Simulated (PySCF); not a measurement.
PySCF input for C9H8SSe, SMILES Cc1ccsc1-c1ccc[se]1, TDA-PBE/def2-SVP. The structure is a stationary point at PBE-D3(BJ)/def2-SVP. The structure was generated by enumeration, and PubChem lists no compound with its InChIKey, so it may never have been made. Other conformers were not sampled.

```python
import numpy as np
from pyscf import gto, scf, dft, tdscf

mol = gto.M(
    atom='''
    C    -1.73029533   -1.51192121   -1.18195491
    C    -1.88805059   -0.14540343   -0.57984493
    C    -3.12878329    0.56777844   -0.57834798
    C    -3.05770279    1.80631067    0.02512797
    S    -1.46568507    2.13478250    0.60997244
    C    -0.86137242    0.58345578    0.04102026
    C     0.53202300    0.26013712    0.26429469
    C     1.49344812    1.04932667    0.89158295
    C     2.80097033    0.49054479    0.98254520
    C     2.93784354   -0.76664910    0.43231398
    Se    1.32668987   -1.37932961   -0.28747559
    H    -2.68781596   -1.86505016   -1.61006610
    H    -1.40392538   -2.26270075   -0.43005849
    H    -0.97576699   -1.52225416   -1.99808260
    H    -4.05109437    0.16298789   -1.01848122
    H    -3.85408050    2.54793576    0.15986141
    H     1.24707832    2.04507723    1.28997180
    H     3.64002889    1.02119439    1.45598201
    H     3.84059821   -1.38798198    0.38506073
    ''',
    basis='def2-SVP',
    charge=0,
    spin=0,
    max_memory=1600,
    verbose=4,
)
mf = dft.RKS(mol, xc='pbe').density_fit(auxbasis='def2-universal-jkfit')
mf.grids.level = 3
mf.conv_tol = 1e-9
mf.max_cycle = 100
mf.kernel()
mf.grids = dft.Grids(mol).set(level=1).build(with_non0tab=True)  # coarser grid for the response kernel
td = tdscf.TDA(mf)
td.singlet = True
td.nstates = 6
td.conv_tol = 1e-4
td.positive_eig_threshold = 1e-6
td.kernel(x0=td.get_init_guess(mf, 11))
td.analyze()
tt = tdscf.TDA(mf)
tt.singlet = False
tt.nstates = 2
tt.conv_tol = 1e-4
tt.positive_eig_threshold = 1e-6
tt.kernel(x0=tt.get_init_guess(mf, 7))
tt.analyze(verbose=3)
```

It prints:

```
PySCF version 2.14.0

[INPUT] verbose = 4
[INPUT] num. atoms = 19
[INPUT] num. electrons = 112
[INPUT] charge = 0
[INPUT] spin (= nelec alpha-beta = 2S) = 0
[INPUT] symmetry False subgroup None
[INPUT] Mole.unit = angstrom
[INPUT] Symbol           X                Y                Z      unit          X                Y                Z       unit  Magmom
[INPUT]  1 C     -1.730295330000  -1.511921210000  -1.181954910000 AA   -3.269784288314  -2.857117008821  -2.233571071485 Bohr   0.0
[INPUT]  2 C     -1.888050590000  -0.145403430000  -0.579844930000 AA   -3.567898524423  -0.274772660272  -1.095748112418 Bohr   0.0
[INPUT]  3 C     -3.128783290000   0.567778440000  -0.578347980000 AA   -5.912543521216   1.072945751033  -1.092919286895 Bohr   0.0
[INPUT]  4 C     -3.057702790000   1.806310670000   0.025127970000 AA   -5.778220843418   3.413432462180   0.047484981366 Bohr   0.0
[INPUT]  5 S     -1.465685070000   2.134782500000   0.609972440000 AA   -2.769743367164   4.034154260514   1.152680855133 Bohr   0.0
[INPUT]  6 C     -0.861372420000   0.583455780000   0.041020260000 AA   -1.627757965054   1.102571629994   0.077517056958 Bohr   0.0
[INPUT]  7 C      0.532023000000   0.260137120000   0.264294690000 AA    1.005377761969   0.491587911633   0.499444580277 Bohr   0.0
[INPUT]  8 C      1.493448120000   1.049326670000   0.891582950000 AA    2.822207928047   1.982940021502   1.684847592832 Bohr   0.0
[INPUT]  9 C      2.800970330000   0.490544790000   0.982545200000 AA    5.293066806733   0.926995304932   1.856741333006 Bohr   0.0
[INPUT] 10 C      2.937843540000  -0.766649100000   0.432313980000 AA    5.551719687423  -1.448756832644   0.816955022021 Bohr   0.0
[INPUT] 11 Se     1.326689870000  -1.379329610000  -0.287475590000 AA    2.507080506535  -2.606555198403  -0.543250132598 Bohr   0.0
[INPUT] 12 H     -2.687815960000  -1.865050160000  -1.610066100000 AA   -5.079236037635  -3.524434010976  -3.042583971447 Bohr   0.0
[INPUT] 13 H     -1.403925380000  -2.262700750000  -0.430058490000 AA   -2.653034467526  -4.275884719348  -0.812692763644 Bohr   0.0
[INPUT] 14 H     -0.975766990000  -1.522254160000  -1.998082600000 AA   -1.843932372491  -2.876643454380  -3.775828888259 Bohr   0.0
[INPUT] 15 H     -4.051094370000   0.162987890000  -1.018481220000 AA   -7.655458864067   0.308002473721  -1.924650568813 Bohr   0.0
[INPUT] 16 H     -3.854080500000   2.547935760000   0.159861410000 AA   -7.283156607027   4.814900769386   0.302094282787 Bohr   0.0
[INPUT] 17 H      1.247078320000   2.045077230000   1.289971800000 AA    2.356636480683   3.864635868284   2.437693410412 Bohr   0.0
[INPUT] 18 H      3.640028890000   1.021194390000   1.455982010000 AA    6.878657687605   1.929777717042   2.751407241194 Bohr   0.0
[INPUT] 19 H      3.840598210000  -1.387981980000   0.385060730000 AA    7.257678771395  -2.622905808032   0.727659321025 Bohr   0.0

nuclear repulsion = 961.88361582779
number of shells = 98
number of NR pGTOs = 382
number of NR cGTOs = 216
basis = def2-SVP
ecp = {}


******** <class 'pyscf.df.df_jk.DFRKS'> ********
method = DFRKS
initial guess = minao
damping factor = 0
level_shift factor = 0
DIIS = <class 'pyscf.scf.diis.CDIIS'>
diis_start_cycle = 1
diis_space = 8
diis_damp = 0
SCF conv_tol = 1e-09
SCF conv_tol_grad = None
SCF max_cycles = 100
direct_scf = False
XC library pyscf.dft.libxc version 7.1.2
    S. Lehtola, C. Steigemann, M. J. T. Oliveira, and M. A. L. Marques,  SoftwareX 7, 1–5 (2018)
XC functionals = pbe
    J. P. Perdew, K. Burke, and M. Ernzerhof,  Phys. Rev. Lett. 77, 3865 (1996)
    J. P. Perdew, K. Burke, and M. Ernzerhof,  Phys. Rev. Lett. 78, 1396 (1997)
    J. P. Perdew, K. Burke, and M. Ernzerhof,  Phys. Rev. Lett. 77, 3865 (1996)
    J. P. Perdew, K. Burke, and M. Ernzerhof,  Phys. Rev. Lett. 78, 1396 (1997)
radial grids:
    Treutler-Ahlrichs [JCP 102, 346 (1995); DOI:10.1063/1.469408] (M4) radial grids

becke partition: Becke, JCP 88, 2547 (1988); DOI:10.1063/1.454033
pruning grids: <function nwchem_prune>
grids dens level: 3
symmetrized grids: False
atomic radii adjust function: <function treutler_atomic_radii_adjust>
small_rho_cutoff = 0
Set gradient conv threshold to 3.16228e-05
Initial guess from minao.
tot grids = 244832
init E= -3146.25647473742
  HOMO = -0.248711502652259  LUMO = -0.139729029283601  gap/eV = 2.96556
cycle= 1 E= -3145.75498400725  delta_E= 0.501  |g|= 0.627  |ddm|= 5.54
  HOMO = -0.108567357174876  LUMO = -0.0169883963292086  gap/eV = 2.49199
cycle= 2 E= -3145.4767459123  delta_E= 0.278  |g|= 1.14  |ddm|= 2.22
  HOMO = -0.172044623704369  LUMO = -0.0672082435072459  gap/eV = 2.85274
cycle= 3 E= -3145.84739897103  delta_E= -0.371  |g|= 0.204  |ddm|= 1.79
  HOMO = -0.179292002486588  LUMO = -0.0762798908438755  gap/eV = 2.80310
cycle= 4 E= -3145.86005238118  delta_E= -0.0127  |g|= 0.0749  |ddm|= 0.382
  HOMO = -0.177761610952672  LUMO = -0.0755258547528439  gap/eV = 2.78198
cycle= 5 E= -3145.86114100816  delta_E= -0.00109  |g|= 0.0405  |ddm|= 0.132
  HOMO = -0.177598860932538  LUMO = -0.0750871741136434  gap/eV = 2.78949
cycle= 6 E= -3145.86158142028  delta_E= -0.00044  |g|= 0.0167  |ddm|= 0.0697
  HOMO = -0.177915477510936  LUMO = -0.0752513587618791  gap/eV = 2.79363
cycle= 7 E= -3145.86165810908  delta_E= -7.67e-05  |g|= 0.00594  |ddm|= 0.0261
  HOMO = -0.177844542747215  LUMO = -0.0752169535475482  gap/eV = 2.79264
cycle= 8 E= -3145.86166767712  delta_E= -9.57e-06  |g|= 0.00084  |ddm|= 0.00734
  HOMO = -0.177864440777459  LUMO = -0.0752371917022483  gap/eV = 2.79263
cycle= 9 E= -3145.86166782365  delta_E= -1.47e-07  |g|= 0.000395  |ddm|= 0.00148
  HOMO = -0.1778666306838  LUMO = -0.0752391015149221  gap/eV = 2.79264
cycle= 10 E= -3145.86166786065  delta_E= -3.7e-08  |g|= 0.000196  |ddm|= 0.000747
  HOMO = -0.177863229548354  LUMO = -0.0752357871724221  gap/eV = 2.79263
cycle= 11 E= -3145.86166787084  delta_E= -1.02e-08  |g|= 6.9e-05  |ddm|= 0.000292
  HOMO = -0.177861323907999  LUMO = -0.0752340633681787  gap/eV = 2.79263
cycle= 12 E= -3145.8616678717  delta_E= -8.6e-10  |g|= 3.44e-05  |ddm|= 9.44e-05
  HOMO = -0.177861518800013  LUMO = -0.075234175529185  gap/eV = 2.79263
cycle= 13 E= -3145.861667872  delta_E= -2.96e-10  |g|= 1.27e-05  |ddm|= 5.06e-05
  HOMO = -0.177862902372686  LUMO = -0.0752355834006364  gap/eV = 2.79263
Extra cycle  E= -3145.86166787159  delta_E= 4.06e-10  |g|= 3.87e-05  |ddm|= 6.21e-05
converged SCF energy = -3145.86166787159
tot grids = 80048
Overwritten attributes  positive_eig_threshold  of <class 'pyscf.tdscf.rks.TDA'>


******** <class 'pyscf.tdscf.rks.TDA'> for <class 'pyscf.df.df_jk.DFRKS'> ********
nstates = 6 singlet
deg_eia_thresh = 1.000e-03
wfnsym = None
conv_tol = 0.0001
eigh lindep = 1e-12
eigh level_shift = 0
eigh max_cycle = 100


Excitation energies (eV)
[4.00133414 4.29273871 4.31350109 4.40385865 4.56453439 4.87319435]

** Singlet excitation energies and oscillator strengths **
Excited State   1:      4.00133 eV    309.86 nm  f=0.5973
      56 -> 57        0.67356
Excited State   2:      4.29274 eV    288.82 nm  f=0.0051
      53 -> 57        0.21707
      54 -> 57        0.11852
      55 -> 57        0.53812
      55 -> 58       -0.12222
      56 -> 58        0.34701
Excited State   3:      4.31350 eV    287.43 nm  f=0.0000
      56 -> 59       -0.70505
Excited State   4:      4.40386 eV    281.54 nm  f=0.0415
      54 -> 57        0.61117
      54 -> 58        0.15890
      55 -> 57       -0.17722
      55 -> 58        0.10990
      56 -> 61       -0.18129
Excited State   5:      4.56453 eV    271.63 nm  f=0.0080
      53 -> 57       -0.34543
      54 -> 57        0.17336
      54 -> 58        0.11715
      55 -> 57        0.32741
      55 -> 58       -0.13873
      56 -> 58       -0.44184
Excited State   6:      4.87319 eV    254.42 nm  f=0.0002
      56 -> 60       -0.70613

** Transition electric dipole moments (AU) **
state          X           Y           Z        Dip. S.      Osc.
  1        -2.3232      0.7949     -0.2527      6.0931      0.5973
  2        -0.0045     -0.1988     -0.0934      0.0482      0.0051
  3        -0.0016     -0.0066      0.0135      0.0002      0.0000
  4         0.2747      0.4712      0.2956      0.3848      0.0415
  5         0.2032     -0.1714     -0.0244      0.0713      0.0080
  6        -0.0106     -0.0122      0.0318      0.0013      0.0002

** Transition velocity dipole moments (imaginary part, AU) **
state          X           Y           Z        Dip. S.      Osc.
  1        -0.0089     -0.0293     -0.0162      0.0012      0.0055
  2         0.0107      0.0349      0.0192      0.0017      0.0072
  3         0.0057      0.0101     -0.0215      0.0006      0.0025
  4        -0.0277     -0.0631     -0.0371      0.0061      0.0253
  5         0.0070      0.0182      0.0103      0.0005      0.0019
  6         0.0018      0.0030     -0.0067      0.0001      0.0002

** Transition magnetic dipole moments (imaginary part, AU) **
state          X           Y           Z
  1         0.0607      0.1028     -0.2212
  2         0.0411      0.0713     -0.1518
  3        -0.1627     -0.0885     -0.0837
  4        -0.0106     -0.0186      0.0401
  5        -0.0912     -0.1603      0.3444
  6         0.1704      0.1434      0.1090


******** <class 'pyscf.tdscf.rks.TDA'> for <class 'pyscf.df.df_jk.DFRKS'> ********
nstates = 2 triplet
deg_eia_thresh = 1.000e-03
wfnsym = None
conv_tol = 0.0001
eigh lindep = 1e-12
eigh level_shift = 0
eigh max_cycle = 100


Excitation energies (eV)
[2.40554476 3.60122926]

** Triplet excitation energies and oscillator strengths **
Excited State   1:      2.40554 eV    515.41 nm  f=0.0000
Excited State   2:      3.60123 eV    344.28 nm  f=0.0000
```

The run converged.

Cost: roughly 4 core-minutes.
